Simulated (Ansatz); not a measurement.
This geometry of CH₄AlClO (8 atoms, charge 0, multiplicity 1) is a first-order saddle point.

Theory: RKS PBE0/def2-SVP (Ansatz 0.2.0).

```xyz
8
Properties=species:S:1:pos:R:3
O -0.185 1.660 -1.064
Al -0.284 0.694 0.304
C 0.672 -1.016 0.350
Cl -0.950 -1.763 -0.155
H -0.432 1.945 -1.935
H -1.063 1.198 1.580
H 1.390 -1.282 -0.436
H 0.944 -1.493 1.300
```

Q: Which two structures does it join? (They come from a converged band through this point; their orientation in space is the band's.)

A: No bond is made or broken. The dihedral H5–O1–Al2–Cl4 goes from 118 to -49°.

First end point:

```xyz
8
Properties=species:S:1:pos:R:3
O -0.074 1.469 -1.285
Al -0.241 0.668 0.211
C 0.674 -1.053 0.348
Cl -0.969 -1.813 -0.039
H -0.587 2.224 -1.574
H -1.057 1.284 1.418
H 1.359 -1.370 -0.449
H 0.987 -1.466 1.315
```

Last end point:

```xyz
8
Properties=species:S:1:pos:R:3
O -0.437 1.753 -1.018
Al -0.336 0.728 0.338
C 0.650 -0.969 0.289
Cl -0.981 -1.755 -0.100
H -0.082 1.628 -1.898
H -1.048 1.219 1.653
H 1.323 -1.226 -0.539
H 1.002 -1.435 1.219
```

Q: How far does it lie above each of them?

A: 1.9 kcal/mol above the first and 1.5 kcal/mol above the second. This is the barrier of this one path; another mechanism may lie lower.

Time of the run: 9.5 min on 1 thread of Arm Neoverse V1 (shared host), peak memory 0.26 GiB.
